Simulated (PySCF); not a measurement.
Mo(S)2(OH)2 (H2MoO2S2), SMILES [OH][Mo](=[S])([OH])=[S], multiplicity 1.

Geometry: PBE0-D3(BJ)/def2-SVP. The geometry has at least one imaginary mode, so it is a saddle point at that level. The spin state was assumed, not searched. The structure was generated by enumeration; whether it is a known compound was not checked. The def2 effective core potentials stand for the cores of Mo; spin–orbit coupling is left out. The values are those of a single conformer.

Two levels are set side by side: PBE/def2-TZVP (PySCF) and CAM-B3LYP/def2-TZVP (PySCF). Same geometry, gas phase. Differences are taken from unrounded values.

```csv
quantity,PBE
orbital gap (eV),2.26
highest occupied level (eV),-6.00
lowest empty level (eV),-3.74
dipole moment (D),1.15
mean polarisability (bohr³),88.8
```

### Question
These are the PBE values. What does CAM-B3LYP give? (Estimate from the structure and the level; the computed values follow.)

### Answer

| quantity | CAM-B3LYP | PBE minus CAM-B3LYP |
|---|---|---|
| orbital gap (eV) | 6.10 | -3.84 |
| highest occupied level (eV) | -8.23 | 2.23 |
| lowest empty level (eV) | -2.13 | -1.61 |
| dipole moment (D) | 0.90 | 0.25 |
| mean polarisability (bohr³) | 87.3 | 1.6 |

PBE's occupied levels lie high since its potential decays too fast outside the molecule; exact exchange lowers them and widens the gap. Differences between two approximate levels are no errors against the true value.

Rough cost on one machine, each run with all the roots and properties that it gave: CAM-B3LYP against PBE within a factor of 2.
